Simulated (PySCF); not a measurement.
Isomers of C4H6Cl2O, one GFN2-xTB conformer each. Single-point energies are computed at PBE0/pcSseg-1 (PySCF, gas phase, no added dispersion term), electronic only.

```tsv
SMILES	GFN2-xTB relative energy (kJ/mol)
C=COCC(Cl)Cl	40.8
ClC(Cl)C1COC1	11.6
O=CC[C@@H](Cl)CCl	0.0
```

Conformers: `[CH2:1]=[CH:2][O:3][CH2:4][CH:5]([Cl:6])[Cl:7]` with C1–C2–O3–C4 1°, C2–O3–C4–C5 -179°, O3–C4–C5–Cl6 169°; `[Cl:1][CH:2]([Cl:3])[CH:4]1[CH2:5][O:6][CH2:7]1` with Cl1–C2–C4–C5 167°; `[O:1]=[CH:2][CH2:3][C@@H:4]([Cl:5])[CH2:6][Cl:7]` with O1–C2–C3–C4 4°, C2–C3–C4–Cl5 170°, C3–C4–C6–Cl7 178°.

Problem. What does PBE0/pcSseg-1 give for the same structures?

Solution. 
```
           SMILES  PBE0/pcSseg-1 E (Eh)  PBE0/pcSseg-1 (kJ/mol)  GFN2-xTB (kJ/mol)  point group
O=CC[C@@H](Cl)CCl           -1151.01826                     0.0                0.0           C1
     C=COCC(Cl)Cl           -1150.98517                    86.9               40.8           C1
    ClC(Cl)C1COC1           -1150.98308                    92.4               11.6           Cs
```

Both levels put the same isomer lowest; measured from each level's own lowest isomer, the values differ by up to 80.8 kJ/mol (ClC(Cl)C1COC1: 11.6 against 92.4). As drawn, the lowest has a C=O bond, which the highest lacks; the highest has a four-membered ring, which the lowest lacks. Neighbours under 10 kJ/mol apart (C=COCC(Cl)Cl and ClC(Cl)C1COC1) can change places with a better method, another conformer or zero-point energy.

Problem. Which frontier levels, dipoles and rotational constants go with these structures?

Solution. 
```tsv
SMILES	HOMO (eV, PBE0/pcSseg-1)	LUMO (eV)	dipole (D)	A, B, C (MHz)
O=CC[C@@H](Cl)CCl	-7.99	-1.24	3.69	2139, 1220, 817.6
C=COCC(Cl)Cl	-7.19	0.00	1.85	2886, 947.2, 754.1
ClC(Cl)C1COC1	-7.60	-0.10	0.50	2553, 1311, 907.9
```
